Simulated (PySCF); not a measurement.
Vertical excitations of a molecule C₂H₁₀O₂Si₂ from TDA-LC-ωPBE/def2-SVPD in PySCF, as energy in eV (oscillator strength): 7.10 (0.039), 7.24 (0.041), 7.78 (0.081), 8.42 (0.027), 8.50 (0.081), 8.55 (0.014). Lowest triplet (TDA): 6.08 eV. Geometry: TPSSh-D3(BJ)/def2-SVP. One conformer was computed; it need not be the lowest.

Q: Pick the molecule that these values belong to.
(A) CCO[Si@H](O)[SiH3]
(B) C[Si@H](O)[Si@@H](C)O
(C) CO[Si@@H](O)C[SiH3]
(D) CO[Si@@](C)(O)[SiH3]

A: D, CO[Si@@](C)(O)[SiH3]
